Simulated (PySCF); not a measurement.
Correlation energy of Ar⁺ (argon, charge +1)

[Ne] 3s2 3p4 4s1, high-spin 4P determinant (an excited configuration). All numbers are calculated (PySCF 2.14, no relativity, point nucleus, in aug-cc-pV(Q+d)Z (7s6p5d3f2g, 89 functions)). Frozen: [Ne]; 7 electrons correlated.

MP2 pair energies summed by pair of shells (mhartree):

```tsv
pair	energy	share (%)
3p-3p	-66.71	41.5
3s-3p	-65.46	40.8
3p-4s	-13.16	8.2
3s-3s	-10.61	6.6
3s-4s	-4.65	2.9
```

Total MP2 correlation energy: -160.58 mhartree.

Same-spin part -40.61 and opposite-spin part -119.97 mhartree; SCS-MP2 scales them by 1/3 and 6/5 to -157.50 mhartree.
